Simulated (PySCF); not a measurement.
## $^{19}$F chemical shifts

Calculated, not measured (PySCF 2.14.0 with density-fitted response routines): GFN2-xTB structure, shieldings: GIAO PBE0/pcSseg-1. Non-relativistic, one computed conformer, one averaged value for each set of equivalent atoms, no solvent model.

Shieldings were converted by a linear fit to measured shifts: $^{19}$F (scatter 6.0 ppm rms, 7.0 ppm with the 5 outliers that the fit left out vs CFCl3, solution or neat liquid, with a term for F on sp3 carbon). Occasional misses reach two or three times the rms, and more in compound classes unlike the fitted ones.

Task: Give the $^{19}$F shifts of `N#C[C@H](O[SiH2]C(F)(F)F)C(F)(F)F`, `C#CC#CCC(F)(F)C(F)(F)F`.

Result: 
```json
{"compound": "[N:1]#[C:2][C@H:3]([O:4][SiH2:5][C:6]([F:7])([F:8])[F:9])[C:10]([F:11])([F:12])[F:13]", "environment": "F7/8/9: fluorine of a CF3 group (×3)", "δ (ppm)": "-64.3"}
{"compound": "[N:1]#[C:2][C@H:3]([O:4][SiH2:5][C:6]([F:7])([F:8])[F:9])[C:10]([F:11])([F:12])[F:13]", "environment": "F11/12/13: fluorine of a CF3 group (×3)", "δ (ppm)": "-72.4"}
{"compound": "[CH:1]#[C:2][C:3]#[C:4][CH2:5][C:6]([F:7])([F:8])[C:9]([F:10])([F:11])[F:12]", "environment": "F10/11/12: fluorine of a CF3 group (×3)", "δ (ppm)": "-77.7"}
{"compound": "[CH:1]#[C:2][C:3]#[C:4][CH2:5][C:6]([F:7])([F:8])[C:9]([F:10])([F:11])[F:12]", "environment": "F7/8: fluorine of a CF2 group (×2)", "δ (ppm)": "-110.6"}
```

Task: Order these by $^{19}$F shift, lowest first.
A. O=C(F)c1cc2ccccc2o1
B. FC(F)(F)[SiH2]n1cccc1
C. Cc1cpc(F)c(Cl)c1

Result: C (-86.8 ppm, aryl fluorine), B (-58.4 ppm, fluorine of a CF3 group), A (12.6 ppm, fluorine bonded to C).
